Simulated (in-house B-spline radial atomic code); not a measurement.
The numbers below are computed, except where a source is named.
What the choice of pseudopotential does to G0W0 on PBE0: Re

All numbers come from an all-electron radial atomic-structure program (B-spline basis), non-relativistic (model numbers for so heavy an element), configuration [Xe] 4f14 5d5 6s2, open shells at high spin. Semilocal Troullier-Martins pseudo-atoms, one channel per l, are made with PBE or LDA for several valence sets and radii, with or without a model core, and set against the all-electron atom. One channel fits only the lowest state of its l, so a second state of that l is approximate. All electrons give 6s down: PBE0 -4.664 eV, G0W0 -6.901 eV, 6s up: PBE0 -5.982 eV, G0W0 -8.281 eV. Potentials are made in the ion's own configuration unless the neutral atom is named, and a smooth local potential serves every l without a channel. Potentials that miss their own reference levels by more than 6 millihartree, or need radii over 3.5 bohr, are left out. Columns give pseudo minus all-electron, in eV; a dash marks a level in the core or of low weight.

```tsv
valence	made with	radii (bohr)	model core (bohr)	6s down PBE0	6s down G0W0	6s up PBE0	6s up G0W0
5p 5d 6s	PBE	s 2.84 p 1.11 d 1.39	none	+0.01	-0.21	-0.38	-0.80
5p 5d 6s	LDA	s 2.27 p 0.87 d 1.11	0.93	-0.05	-0.31	-0.42	-0.86
5p 5d 6s	PBE	s 3.27 p 1.28 d 1.60	0.93	-0.04	-0.29	-0.44	-0.88
5p 5d 6s	PBE	s 3.40 p 1.45 d 1.80	0.93	-0.04	-0.29	-0.45	-0.91
5p 4f 5d 6s	PBE	s 2.84 p 1.11 d 1.39 f 1.39	0.62	0.00	-0.20	-0.33	-0.74
5p 4f 5d 6s	PBE	s 3.27 p 1.28 d 1.60 f 1.60	0.62	0.00	-0.20	-0.34	-0.78
5p 4f 5d 6s	PBE	s 3.40 p 1.45 d 1.80 f 1.81	0.62	0.00	-0.19	-0.35	-0.80
5s 5p 4f 5d 6s	PBE	s 0.92 p 1.00 d 1.25 f 1.25	none	-0.11	-0.15	-0.13	-0.17
5s 5p 4f 5d 6s	PBE	s 1.33 p 1.45 d 1.80 f 1.81	none	-0.09	-0.12	-0.10	-0.12
5s 5p 4f 5d 6s	PBE	s 0.92 p 1.00 d 1.25 f 1.25	0.61	-0.09	-0.11	-0.09	-0.11
5s 5p 4f 5d 6s	PBE	s 1.18 p 1.28 d 1.60 f 1.60	0.61	-0.02	-0.03	0.00	-0.01
4d 5s 5p 4f 5d 6s	LDA	s 1.18 p 1.25 d 0.51 f 1.60	none	-0.11	-0.25	-0.16	-0.33
4d 5s 5p 4f 5d 6s	PBE	s 1.18 p 1.28 d 0.51 f 1.60	0.28	-0.11	-0.25	-0.16	-0.32
4d 5s 5p 4f 5d 6s	LDA	s 1.33 p 1.42 d 0.58 f 1.81	0.28	-0.19	-0.37	-0.28	-0.49
```

Problem. How does the G0W0 shift of 6s down, which all sets hold, depend on the valence set?

Solution. Mean size: 5s 5p 4f 5d 6s: 0.10 eV; 5p 4f 5d 6s: 0.20 eV; 5p 5d 6s: 0.27 eV; 4d 5s 5p 4f 5d 6s: 0.29 eV. A larger valence set can do worse when it takes only part of a shell, whose exchange with the frozen rest is then left to the functional. The means mix radii and the functional used in making the potentials.
